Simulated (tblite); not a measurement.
Task: Give a GFN2-xTB geometry of `CC(=O)N[SiH2]CC[SiH3]`.

Result: 
```xyz
21
C4H13NOSi2 angstrom
C     -4.0154    0.1089   -0.3836
C     -2.7239   -0.0126    0.3865
O     -2.6494   -0.0129    1.5990
N     -1.5909   -0.1243   -0.3339
Si    -0.1400   -0.2559    0.6480
C      1.2272   -0.4426   -0.6584
C      2.6224   -0.6248   -0.0653
Si     3.3439    0.9161    0.7818
H     -4.8521    0.1517    0.3074
H     -3.9977    1.0162   -0.9848
H     -4.1336   -0.7458   -1.0470
H     -1.6421   -0.1235   -1.3394
H     -0.0053    0.9715    1.4257
H     -0.2400   -1.4657    1.4619
H      1.2381    0.4208   -1.3275
H      0.9996   -1.3100   -1.2867
H      2.6002   -1.4528    0.6457
H      3.3079   -0.9294   -0.8619
H      3.1596    2.0830   -0.0858
H      4.7804    0.7013    0.9839
H      2.7021    1.1477    2.0748
```

Any rigid rotation of these coordinates is as good. Atoms count from 1 in this order. Si8 (SiH3 silicon) is tetrahedral (angles from 108.3° to 110.9°). Si5 (SiH2 silicon) is distorted tetrahedral (angles from 102.5° to 113.9°). Of the pairs four or more bonds apart, Si8···H13 is among the closest relative to their van der Waals radii: 3.41 Å, 103 % of the sum of Bondi's values. N4 (amide nitrogen) is planar (angles 126.9°, 119.4° and 113.7°, sum 360.0°, 0.00 Å off the plane of its three neighbours).

Bonds between heavy atoms (Å): C1–C2 1.509, C2=O3 1.215, C2–N4 1.347, N4–Si5 1.757, Si5–C6 1.900, C6–C7 1.527, C7–Si8 1.901.

Computed geometry: GFN2-xTB, gas phase.

Point group: C1 (no symmetry element, even within 0.4 Å). Its GFN2-xTB frequencies are all real (lowest 29 cm⁻¹). The numbers are those of one conformer (C1–C2–N4–Si5 180°, C2–N4–Si5–C6 178°, N4–Si5–C6–C7 -178°, Si5–C6–C7–Si8 -70°).
